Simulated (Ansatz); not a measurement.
def2 core potentials replace the inner electrons of Bi.

Cartesian coordinates (Å):
```xyz
12

O     -2.3408    -1.4711    -0.6593
Bi    -1.2166    -0.9770     1.0350
O     -1.7279     1.0408     1.0698
C      0.7228    -0.7130    -0.2041
C      1.4577     0.5553     0.0615
F      0.7506     1.6327    -0.3464
F      2.6389     0.6238    -0.5600
F      1.6984     0.7248     1.3721
H     -2.6612    -0.6527    -1.0634
H     -1.1157     1.5640     0.5351
H      1.3848    -1.5631     0.0153
H      0.4091    -0.7645    -1.2557
```
Charge 0, spin multiplicity 1.

Method: frozen-core CCSD(T)/def2-TZVPP // PBE0-D3(BJ)/def2-SVP run with Ansatz (a program for electronic structure).

| Property | Result |
|---|---|
| HF energy | -739.91816 Ha |
| MP2 correlation energy | -2.00556 Ha |

### Question
Estimate the CCSD correlation energy, the (T) correction, the total energy and the T1 diagnostic.

### Answer

The CCSD correlation energy is -1.98373 Ha. The (T) correction is -0.06856 Ha, the CCSD(T) total energy comes out as -741.97045 Ha and the T1 diagnostic is 0.014.
